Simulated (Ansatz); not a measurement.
Geometry optimisation, Ansatz 0.2.0, UHF/def2-SVP.

Input:

```yaml
crystal:
  periodic: [false, false, false]
  atoms:
    - { symbol: Ge, position_ang: [-0.930557, 0.806336, 0.380439] }
    - { symbol: C, position_ang: [0.036437, -0.6492, 1.276767] }
    - { symbol: H, position_ang: [-1.772266, 0.287238, -0.793821] }
    - { symbol: H, position_ang: [-1.894039, 1.457689, 1.390458] }
    - { symbol: H, position_ang: [0.013266, 1.909311, -0.115151] }
    - { symbol: H, position_ang: [1.233931, -0.557759, -0.77733] }
    - { symbol: "N", position_ang: [1.167916, -0.368616, -1.765182] }
    - { symbol: H, position_ang: [1.051979, -0.346735, 1.536275] }
    - { symbol: H, position_ang: [-0.47808, -0.904879, 2.204361] }
    - { symbol: H, position_ang: [0.083507, -1.550814, 0.667994] }
    - { symbol: H, position_ang: [1.203875, 0.623547, -1.906061] }
    - { symbol: H, position_ang: [0.284031, -0.705919, -2.098447] }
magnetization:
  spin_polarized: true
basis:
  gaussian: { orbitals: def2-SVP }
hamiltonian:
  xc: hf
relax:
  f_tol: 0.03
  max_steps: 50
```

Launched with:

```bash
$ ansatz run input.yaml --threads 2 --pin off --max-ram 3072MiB --backend cpu --events-out ev --progress --plain --runs-dir out
```

Where does it end, and by what steps?

The forces met the threshold. The force dipped under the threshold on the way, but the program's further checks kept it going. After 16 steps the energy has fallen by 0.229 eV; H6 moved furthest, 1.11 Å.

```
step  energy less start (eV)  largest force component (eV/Å)  accepted
   0                  0.0000                           0.552       yes
   1                 -0.1030                           0.196       yes
   2                 -0.1531                           0.197       yes
   3                 -0.1687                           0.311       yes
   4                 -0.1828                           0.124       yes
   5                 -0.2004                           0.096       yes
   6                 -0.2078                           0.153       yes
   7                 -0.2021                           0.446        no
   8                 -0.2145                           0.081       yes
   9                 -0.2195                           0.144       yes
  10                 -0.2061                           0.974        no
  11                 -0.2240                           0.027       yes
  12                 -0.2262                           0.069       yes
  13                 -0.2272                           0.118       yes
  14                 -0.2285                           0.035       yes
  15                 -0.2291                           0.005       yes
  16                 -0.2293                           0.008       yes
```

```xyz
12
Properties=species:S:1:pos:R:3
Ge -1.050 0.923 0.650
C -0.097 -0.551 1.525
H -1.885 0.394 -0.528
H -1.990 1.623 1.644
H -0.052 1.960 0.110
H 1.890 -0.863 -1.621
N 1.318 -0.501 -2.364
H 0.506 -0.179 2.355
H -0.803 -1.286 1.915
H 0.562 -1.050 0.815
H 1.182 0.480 -2.195
H 0.420 -0.949 -2.307
```

Whether the end is a true minimum wasn't checked by a vibrational analysis.

Run time: 31 s on 2 threads of Intel(R) Xeon(R) CPU @ 2.80GHz (Skylake/Cascade Lake), with other jobs on the host, peak memory 0.3 GiB.
